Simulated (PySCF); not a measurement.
Species: C5H9N3Si.
SMILES with atom numbers: `[CH2:1]=[CH:2][CH2:3][n:4]1[n:5][cH:6][c:7]([SiH3:8])[n:9]1` (hydrogens: H10, H11 on C1; H12 on C2; H13, H14 on C3; H15 on C6; H16, H17, H18 on Si8)

Geometry (PBE0-D3(BJ)/def2-SVP, Å), atoms numbered from 1 in this order:
```xyz
18
C5H9N3Si angstrom
C     -3.010   -0.132   -0.367
C     -2.191   -0.223    0.679
C     -1.270    0.873    1.121
N      0.104    0.420    1.236
N      0.488   -0.367    2.217
C      1.765   -0.610    1.947
C      2.116    0.069    0.759
Si     3.738    0.156   -0.169
N      1.015    0.709    0.339
H     -3.681   -0.951   -0.636
H     -3.041    0.764   -0.994
H     -2.165   -1.132    1.291
H     -1.264    1.707    0.408
H     -1.567    1.252    2.111
H      2.371   -1.237    2.597
H      3.602   -0.430   -1.535
H      4.204    1.568   -0.293
H      4.747   -0.630    0.603
```

The closed-shell ground state was solved at several levels (PySCF, density fitting, gas phase, non-relativistic).

| level | basis functions | total energy (Eh) | HOMO (eV) | LUMO (eV) | gap (eV) | dipole (D) |
| --- | --- | --- | --- | --- | --- | --- |
| B97-2/pcSseg-1 | 205 | -649.4656 | -7.41 | -0.57 | 6.84 | 1.10 |
| PBE0/pcSseg-1 | 205 | -649.0404 | -7.66 | -0.50 | 7.16 | 1.10 |

(1) What might PBE0/def2-SVPD (256 basis functions) give for the same quantities?

(2) Over all these levels, which gives the widest orbital gap and which the narrowest?

(3) How far do the dipole and the HOMO energy spread over the levels?

## Answers

(1) Total energy -648.7624 Eh, HOMO -7.68 eV, LUMO -0.62 eV, gap 7.06 eV, dipole 1.11 D.

(2) PBE0/pcSseg-1 (global hybrid, 25 % exact exchange) has the widest, 7.16 eV, and B97-2/pcSseg-1 (global hybrid, 21 % exact exchange) the narrowest, 6.84 eV. The two share the basis. From the narrowest to the widest the HOMO moves by -0.25 eV and the LUMO by +0.07 eV.

(3) The dipole runs from 1.10 to 1.11 D (mean 1.10 D) and the HOMO from -7.68 to -7.41 eV.

One conformer stands for the species.
